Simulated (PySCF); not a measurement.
Ge(Et)(Vi)(OH)2, SMILES C=[CH][Ge]([OH])([OH])[CH2]C (GFN2-xTB optimised geometry):

```
17

C      1.863    -0.555    -0.353
C      1.116     0.475     0.000
Ge    -0.857     0.475     0.000
O     -1.512    -0.167    -1.516
O     -1.224     2.207     0.000
C     -1.881    -0.515     1.405
C     -1.575    -2.004     1.424
H      1.423    -1.487    -0.677
H      2.942    -0.517    -0.342
H      1.575     1.399     0.321
H     -1.148     0.203    -2.317
H     -2.144     2.445    -0.091
H     -1.657    -0.071     2.375
H     -2.942    -0.357     1.206
H     -0.524    -2.178     1.643
H     -1.800    -2.445     0.457
H     -2.174    -2.506     2.183
```

Method: PBE0/def2-SVP run with PySCF.

Question: What are the frontier orbital energies and the dipole moment?

Answer: HOMO-2 -8.32 eV, HOMO-1 -7.98 eV, HOMO -7.70 eV, LUMO -0.24 eV, LUMO+1 1.23 eV; dipole moment 0.47 D.

On the same geometry PBE/def2-SVP run with PySCF gives HOMO-2 -6.69 eV, HOMO-1 -6.49 eV, HOMO -6.19 eV, LUMO -1.21 eV, LUMO+1 0.30 eV; dipole moment 0.35 D.

Meta-Löwdin charges at PBE0/def2-SVP: C1 -0.20, C2 -0.31, Ge3 1.08, O4 -0.71, O5 -0.70, C6 -0.37, C7 -0.29, H8 0.11, H9 0.11, H10 0.12, H11 0.32, H12 0.32, H13 0.11, H14 0.11, H15 0.10, H16 0.11, H17 0.10.
